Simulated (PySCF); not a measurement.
Cl2Co (SMILES [Cl][Co][Cl]), quartet, geometry from GFN2-xTB (such geometries of metal compounds can be far from the true shape); DF-BLYP/aug-cc-pVDZ run with PySCF.

PySCF was given this input:
```python
from pyscf import gto, scf, dft

mol = gto.Mole()
mol.atom = '''
    Co    0.000000    0.000000    0.000000
    Cl   -0.000000   -0.000000   -1.947004
    Cl    0.000000    0.000000    1.947004
'''
mol.basis = 'aug-cc-pvdz'
mol.charge = 0
mol.spin = 3
mol.verbose = 4
mol.build()

mf = dft.UKS(mol)
mf.xc = 'blyp'
mf = mf.density_fit(auxbasis='def2-universal-jkfit')
mf.kernel()
```

**Question.** Write the output that PySCF gives for this input, abridged.

**Answer.** 
```
PySCF version 2.14.0

[INPUT] verbose = 4
[INPUT] num. atoms = 3
[INPUT] num. electrons = 61
[INPUT] charge = 0
[INPUT] spin (= nelec alpha-beta = 2S) = 3
[INPUT] symmetry False subgroup None
[INPUT] Mole.unit = angstrom
[INPUT] Symbol           X                Y                Z      unit          X                Y                Z       unit  Magmom
[INPUT]  1 Co     0.000000000000   0.000000000000   0.000000000000 AA    0.000000000000   0.000000000000   0.000000000000 Bohr   0.0
[INPUT]  2 Cl     0.000000000000   0.000000000000  -1.947004000000 AA    0.000000000000   0.000000000000  -3.679304323433 Bohr   0.0
[INPUT]  3 Cl     0.000000000000   0.000000000000   1.947004000000 AA    0.000000000000   0.000000000000   3.679304323433 Bohr   0.0

nuclear repulsion = 288.777417304998
number of shells = 27
number of NR pGTOs = 238
number of NR cGTOs = 113
basis = aug-cc-pvdz
ecp = {}

******** <class 'pyscf.df.df_jk.DFUKS'> ********
method = DFUKS
initial guess = minao
damping factor = 0
level_shift factor = 0
DIIS = <class 'pyscf.scf.diis.CDIIS'>
diis_start_cycle = 1
diis_space = 8
diis_damp = 0
SCF conv_tol = 1e-09
SCF conv_tol_grad = None
SCF max_cycles = 50
direct_scf = False
number electrons alpha = 32  beta = 29
XC library pyscf.dft.libxc version 7.1.2
    S. Lehtola, C. Steigemann, M. J. T. Oliveira, and M. A. L. Marques,  SoftwareX 7, 1–5 (2018)
XC functionals = blyp
    A. D. Becke,  Phys. Rev. A 38, 3098 (1988)
    C. Lee, W. Yang, and R. G. Parr,  Phys. Rev. B 37, 785 (1988)
    B. Miehlich, A. Savin, H. Stoll, and H. Preuss,  Chem. Phys. Lett. 157, 200 (1989)
radial grids:
    Treutler-Ahlrichs [JCP 102, 346 (1995); DOI:10.1063/1.469408] (M4) radial grids

becke partition: Becke, JCP 88, 2547 (1988); DOI:10.1063/1.454033
pruning grids: <function nwchem_prune>
grids dens level: 3
symmetrized grids: False
atomic radii adjust function: <function treutler_atomic_radii_adjust>
small_rho_cutoff = 0
Set gradient conv threshold to 3.16228e-05
tot grids = 58664
init E= -2302.73264384987

cycle= 1 E= -2281.1980173439  delta_E= 21.5  |g|= 5.19  |ddm|= 23.4

cycle= 2 E= -2237.07310080684  delta_E= 44.1  |g|= 8.67  |ddm|=  214

cycle= 3 E= -2293.60203302146  delta_E= -56.5  |g|= 5.73  |ddm|=  209

cycle= 4 E= -2289.9716489888  delta_E= 3.63  |g|= 6.29  |ddm|= 7.58

cycle= 5 E= -2289.9359186069  delta_E= 0.0357  |g|= 6.29  |ddm|= 0.0508

cycle= 6 E= -2290.76406120908  delta_E= -0.828  |g|= 6.18  |ddm|= 1.52
cycle= 7 E= -2297.66626012733  delta_E= -6.9  |g|= 4.43  |ddm|= 8.38
cycle= 8 E= -2301.33866581096  delta_E= -3.67  |g|= 2.76  |ddm|=  2.1

cycle= 9 E= -2300.67747836632  delta_E= 0.661  |g|= 2.97  |ddm|= 1.29

cycle= 10 E= -2278.39486469868  delta_E= 22.3  |g|= 5.22  |ddm|= 49.3

cycle= 11 E= -2298.41144761704  delta_E=  -20  |g|= 4.05  |ddm|= 49.4

cycle= 12 E= -2298.94098126852  delta_E= -0.53  |g|= 3.82  |ddm|= 0.418
cycle= 13 E= -2299.1552260681  delta_E= -0.214  |g|=  3.6  |ddm|= 1.28

cycle= 14 E= -2298.92065037339  delta_E= 0.235  |g|= 3.64  |ddm|= 0.937

cycle= 15 E= -2299.94821500898  delta_E= -1.03  |g|= 3.22  |ddm|= 1.49

cycle= 16 E= -2299.53824671745  delta_E= 0.41  |g|= 3.42  |ddm|= 0.805

cycle= 17 E= -2300.69849914341  delta_E= -1.16  |g|= 2.91  |ddm|= 0.815

cycle= 18 E= -2299.67772174739  delta_E= 1.02  |g|= 3.26  |ddm|= 0.852

cycle= 19 E= -2281.64986173707  delta_E=   18  |g|= 4.72  |ddm|= 37.4

cycle= 20 E= -2299.98239221044  delta_E= -18.3  |g|= 3.35  |ddm|= 37.4

cycle= 21 E= -2299.83589845226  delta_E= 0.146  |g|= 3.38  |ddm|= 1.16

cycle= 22 E= -2298.38793500843  delta_E= 1.45  |g|= 4.06  |ddm|= 1.81

cycle= 23 E= -2298.47753448063  delta_E= -0.0896  |g|= 3.97  |ddm|=  1.8

cycle= 24 E= -2298.36757062741  delta_E= 0.11  |g|= 4.01  |ddm|= 0.174

cycle= 25 E= -2298.00635478542  delta_E= 0.361  |g|= 4.05  |ddm|= 0.328

cycle= 26 E= -2297.86675093753  delta_E= 0.14  |g|= 4.16  |ddm|= 0.343

cycle= 27 E= -2297.01830727032  delta_E= 0.848  |g|= 4.47  |ddm|= 0.691

cycle= 28 E= -2276.99570032398  delta_E=   20  |g|=  5.4  |ddm|= 20.5

cycle= 29 E= -2298.82552575837  delta_E= -21.8  |g|= 3.96  |ddm|= 20.5

cycle= 30 E= -2298.47001737655  delta_E= 0.356  |g|= 4.06  |ddm|= 0.414

cycle= 31 E= -2297.56523626554  delta_E= 0.905  |g|= 4.18  |ddm|= 1.39

cycle= 32 E= -2297.97191273682  delta_E= -0.407  |g|= 4.01  |ddm|= 0.672

cycle= 33 E= -2298.02826480455  delta_E= -0.0564  |g|= 3.94  |ddm|= 0.401

cycle= 34 E= -2298.76180868536  delta_E= -0.734  |g|= 3.79  |ddm|= 0.751
cycle= 35 E= -2299.3962421599  delta_E= -0.634  |g|= 3.56  |ddm|= 0.375

cycle= 36 E= -2298.64995227254  delta_E= 0.746  |g|= 3.69  |ddm|= 1.77

cycle= 37 E= -2278.00431736682  delta_E= 20.6  |g|= 4.99  |ddm|=   32
cycle= 38 E= -2298.64688289837  delta_E= -20.6  |g|= 3.86  |ddm|=   32
cycle= 39 E= -2298.85923503383  delta_E= -0.212  |g|= 3.84  |ddm|= 0.442

cycle= 40 E= -2298.01035351575  delta_E= 0.849  |g|= 4.02  |ddm|= 0.572

cycle= 41 E= -2297.67339127132  delta_E= 0.337  |g|= 4.12  |ddm|= 0.215

cycle= 42 E= -2298.01150601426  delta_E= -0.338  |g|= 3.98  |ddm|= 0.342

cycle= 43 E= -2298.05678331671  delta_E= -0.0453  |g|= 4.03  |ddm|= 0.405

cycle= 44 E= -2294.39918000976  delta_E= 3.66  |g|= 4.89  |ddm|= 2.58

cycle= 45 E= -2290.46041675436  delta_E= 3.94  |g|= 5.57  |ddm|= 4.11

cycle= 46 E= -2265.60584307443  delta_E= 24.9  |g|= 8.44  |ddm|=   32

cycle= 47 E= -2303.01400269863  delta_E= -37.4  |g|= 1.21  |ddm|=   32
cycle= 48 E= -2302.69061391627  delta_E= 0.323  |g|= 1.36  |ddm|= 1.72
cycle= 49 E= -2303.13156068357  delta_E= -0.441  |g|= 0.806  |ddm|= 0.435
cycle= 50 E= -2303.37437437845  delta_E= -0.243  |g|= 0.162  |ddm|= 0.546
SCF not converged.
SCF energy = -2303.37437437845 after 50 cycles  <S^2> = 3.7583206  2S+1 = 4.0041582
```

The run did not converge; its last values are not results.
